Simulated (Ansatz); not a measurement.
Calculated with Ansatz (gas phase, PBE0-D4/def2-TZVP geometries, no zero-point term in ΔE). CBS: MP2 limit from def2 TZ/QZ plus the TZ coupled-cluster correction, frozen cores. This one scheme is used for every species, atoms too. DFT in def2-TZVPP. Open shells (•) are unrestricted, without spin–orbit coupling. Bonds to Br are less sure, by a few kJ/mol each and by 10 to 20 or more in all where they break to atoms, as the def2 sets lack core-valence functions. Scalar relativity is left out up to krypton.

`[AlH2][Br]` + H• → `[AlH][Br]`• + H₂  (hydrogen abstraction from the Al–H bond)

(1) Is it downhill or uphill in electronic energy at CCSD(T)/CBS, and by how much? (Best estimate.)

(2) What do these levels give: revPBE-D4, r2SCAN-D4, r2SCANh-D4, ωB97M-V, B2PLYP, PBE, r2SCAN, PBE0, HF/def2-SVP, CCSD/def2-TZVPP, HF/CBS(def2), MP2/CBS(def2)? (Estimate.)

Largest T1 diagnostic among the species: 0.011.

## Answers

(1) Ansatz gave: Downhill: ΔE = -91.7 kJ/mol.

(2) Computed: revPBE-D4 -108.5, r2SCAN-D4 -104.4, r2SCANh-D4 -103.2, ωB97M-V -86.0, B2PLYP -95.9, PBE -101.3, r2SCAN -104.6, PBE0 -95.0, HF/def2-SVP -56.7, CCSD/def2-TZVPP -91.4, HF/CBS(def2) -68.3, MP2/CBS(def2) -83.6 kJ/mol.

In def2-TZVPP, CCSD(T) changes the Hartree–Fock value by −24.0 kJ/mol (the triples alone add −0.4 kJ/mol) and MP2 by −15.9 kJ/mol. Leaving LDA and LC-ωPBE aside and taking each functional with its dispersion term where it has one, the values, not all of them listed here, spread over 28.6 kJ/mol, from BLYP-D4 to B97M-V.
